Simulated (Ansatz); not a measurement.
One change: `C[O][GeH]([F])[O]C` becomes `C[O][GeH]([F])[C]#N`.

Ansatz, PBE0-D4/def2-TZVP geometries, multiplicity 1. Each molecule was computed in one conformer, which needn't be the lowest.

Scalar relativity is left out up to krypton.

```json
{"property": "LUMO energy (PBE0/def2-TZVPP) / eV", "`C[O][GeH]([F])[O]C`": "0.51"}
{"property": "size of the dipole moment (PBE/def2-TZVPP) / D", "`C[O][GeH]([F])[O]C`": "1.19"}
{"property": "HOMO energy (ωB97M-V/def2-TZVPP) / eV", "`C[O][GeH]([F])[O]C`": "-10.75"}
{"property": "HOMO energy (PBE0/def2-TZVPP) / eV", "`C[O][GeH]([F])[O]C`": "-8.33"}
{"property": "HOMO energy (PBE/def2-TZVPP) / eV", "`C[O][GeH]([F])[O]C`": "-6.70"}
{"property": "size of the dipole moment (ωB97M-V/def2-TZVPP) / D", "`C[O][GeH]([F])[O]C`": "1.25"}
```

Question: What does the change do to each property? (Estimate.)

Answer: Ansatz gave: 
| property | `C[O][GeH]([F])[C]#N` | shift |
| --- | --- | --- |
| LUMO energy (PBE0/def2-TZVPP) / eV | -1.06 | -1.57 |
| size of the dipole moment (PBE/def2-TZVPP) / D | 4.26 | 3.07 |
| HOMO energy (ωB97M-V/def2-TZVPP) / eV | -11.47 | -0.72 |
| HOMO energy (PBE0/def2-TZVPP) / eV | -9.05 | -0.72 |
| HOMO energy (PBE/def2-TZVPP) / eV | -7.42 | -0.72 |
| size of the dipole moment (ωB97M-V/def2-TZVPP) / D | 4.42 | 3.17 |

With PBE0 the HOMO falls by 0.72 eV and the LUMO falls by 1.57 eV, so the gap narrows by about 0.85 eV. PBE moves the HOMO by -0.72 eV and ωB97M-V by -0.72 eV. Dipoles are sizes alone; their direction can turn.
